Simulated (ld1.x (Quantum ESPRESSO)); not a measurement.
u(r) = r·R(r): atom against pseudo-atom (fluorine)

Columns: radius, all-electron u(r) and pseudo u(r) of the 2p shell (level -11.11 eV) of fluorine in the configuration [He] 2s2 2p5; PBE, scalar-relativistic, ultrasoft scheme, ld1.x (Quantum ESPRESSO) 7.5.

```tsv
r (bohr)	all-electron	pseudo
0.068	0.0734	0.0130
0.135	0.2193	0.0502
0.202	0.3784	0.1091
0.270	0.5261	0.1871
0.338	0.6491	0.2780
0.405	0.7443	0.3744
0.473	0.8157	0.4731
0.540	0.8634	0.5653
0.608	0.8923	0.6488
0.675	0.9047	0.7173
0.742	0.9046	0.7695
0.810	0.8944	0.8047
0.878	0.8766	0.8224
0.945	0.8536	0.8243
1.013	0.8262	0.8131
1.080	0.7967	0.7921
1.148	0.7649	0.7641
1.215	0.7328	0.7329
1.283	0.6998	0.6999
1.350	0.6674	0.6674
1.418	0.6350	0.6350
1.485	0.6037	0.6037
1.553	0.5729	0.5729
1.620	0.5435	0.5435
1.688	0.5148	0.5148
1.755	0.4876	0.4876
```

Question: How many radial nodes do the two functions have?

Answer: The all-electron 2p function has n − l − 1 = 0; the pseudo-wave has 0.

Question: At about which radius was the pseudo-wave matched?

Answer: 1.35 bohr. The columns agree to 0.0005 from 1.22 bohr on; several derivatives are matched, so the curves merge somewhat inside the radius.

Question: Where does each function peak?

Answer: Outermost all-electron maximum near 0.68 bohr, pseudo maximum near 0.94 bohr (to the table’s step).

Question: Is the pseudo-wave norm-conserving?

Answer: No, it belongs to an ultrasoft set: the norm inside the radius is not constrained, and the difference is carried by the augmentation charge.
